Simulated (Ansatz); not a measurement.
An input meant for AsH3⁻ (charge -1, doublet; scaled by 1.25; with a point charge).

```yaml
crystal:
  periodic: [false, false, false]
  atoms:
    - {symbol: As, position_ang: [-0.006726, 0.006674, 0.814954]}
    - {symbol: H, position_ang: [1.584126, -0.037864, -0.258352]}
    - {symbol: H, position_ang: [-0.757730, 1.385620, -0.289278]}
    - {symbol: H, position_ang: [-0.819670, -1.354442, -0.267324]}
basis:
  gaussian: {orbitals: def2-TZVP, point_charges: [{charge: 1.00, position_ang: [5.351, -0.913, 0.237]}]}
total_charge: -1
magnetization: {spin_polarized: true, initial_magnetization: 1}
hamiltonian: {xc: {name: wB97}}
kpoints: {mp_grid: {grid: [2, 2, 2]}}
output: {forces: true}
```

```sh
$ ansatz run in.yaml --threads 2 --pin off --events-out ev --progress --plain --max-ram 4352MiB
```

Shortened log:

```
Error: invalid value for `basis.gaussian`: such a run doesn't read kpoints; remove what it names
```

Task: Something in this input is off. What?

Result: The input holds a key that doesn't belong there. The input was rejected before any iteration.
